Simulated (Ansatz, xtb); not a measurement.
**Two conformers of C2H10GeSi**

We compare a, `C[SiH2][GeH2][CH3]`, a singlet, with b, `C[SiH2][GeH2][CH3]`, a singlet. Both are isolated molecules in the gas phase, relaxed with r2SCAN-D4/def2-SVP.

a (Å):

| atom | x (Å) | y (Å) | z (Å) |
| --- | --- | --- | --- |
| C | -0.7058 | 1.0098 | -2.1010 |
| C | -0.3636 | -1.8175 | 2.2853 |
| Ge | -0.3163 | -1.5344 | 0.3444 |
| Si | -0.7553 | 0.7340 | -0.2357 |
| H | -0.9110 | 2.0634 | -2.3487 |
| H | 0.2831 | 0.7496 | -2.5101 |
| H | -1.4581 | 0.3870 | -2.6100 |
| H | -2.0996 | 1.1173 | 0.3061 |
| H | 0.2575 | 1.6078 | 0.4411 |
| H | -1.3550 | -2.4599 | -0.3251 |
| H | 1.0681 | -1.9569 | -0.1925 |
| H | 0.3927 | -1.1918 | 2.7819 |
| H | -0.1582 | -2.8716 | 2.5242 |
| H | -1.3532 | -1.5536 | 2.6867 |

b (Å):

| atom | x (Å) | y (Å) | z (Å) |
| --- | --- | --- | --- |
| C | 1.2490 | 0.1285 | 0.3176 |
| C | -1.0167 | -2.3082 | -2.1553 |
| Ge | -1.4967 | -0.4331 | -1.8216 |
| Si | 0.4238 | 0.8426 | -1.2227 |
| H | 2.1441 | 0.7100 | 0.5903 |
| H | 1.5613 | -0.9145 | 0.1496 |
| H | 0.5592 | 0.1425 | 1.1763 |
| H | 0.0355 | 2.2694 | -0.9842 |
| H | 1.3900 | 0.8262 | -2.3689 |
| H | -2.5394 | -0.3848 | -0.6840 |
| H | -2.1716 | 0.1456 | -3.0816 |
| H | -0.5702 | -2.7574 | -1.2555 |
| H | -1.9096 | -2.8904 | -2.4276 |
| H | -0.2895 | -2.3775 | -2.9780 |

Estimate which is lower in electronic energy at CCSD(T)/def2-SVP + ΔMP2/def2-TZVPP, and by roughly how much.

Too close to call at this level: CCSD(T)/def2-SVP + ΔMP2/def2-TZVPP gives E(b) − E(a) = +0.01 kcal/mol.

Level by level:

| level | geometry | E(b) − E(a) (kcal/mol) | departure from the last row (kcal/mol) | job, with rough time for the two |
| --- | --- | --- | --- | --- |
| r2SCAN-D4/def2-SVP | r2SCAN-D4/def2-SVP | +0.03 | +0.02 | optimisation, 2.7 min |
| HF/def2-SVP | r2SCAN-D4/def2-SVP | +0.13 | +0.12 | part of the CCSD(T) run |
| MP2/def2-SVP | r2SCAN-D4/def2-SVP | −0.01 | −0.02 | part of the CCSD(T) run |
| CCSD(T)/def2-SVP | r2SCAN-D4/def2-SVP | 0.00 | −0.01 | single point |
| CCSD(T)/def2-SVP + ΔMP2/def2-TZVPP | r2SCAN-D4/def2-SVP | +0.01 |  | single point, 3.1 min |

The largest departure from CCSD(T)/def2-SVP + ΔMP2/def2-TZVPP is that of HF/def2-SVP, 0.12 kcal/mol. Levels run at GFN2-xTB geometries aren't shown. The last row adds to CCSD(T) the change of the MP2 difference between the two basis sets, here +0.01 kcal/mol.

With harmonic frequencies from r2SCAN-D4/def2-SVP (ideal gas, rigid rotor, one conformer each, 298.15 K, 1 atm): on the last row, ΔE + ΔZPE = +0.01 kcal/mol. A mode under 50 cm⁻¹ makes harmonic enthalpies and free energies unreliable, so none is given.

The correlated steps freeze 16 core orbitals; the filled d shell of Ge is correlated, in a basis made for valence electrons. Run with Ansatz 0.2.0; the last row on 2 threads of AMD EPYC (Zen 3) on a shared host.
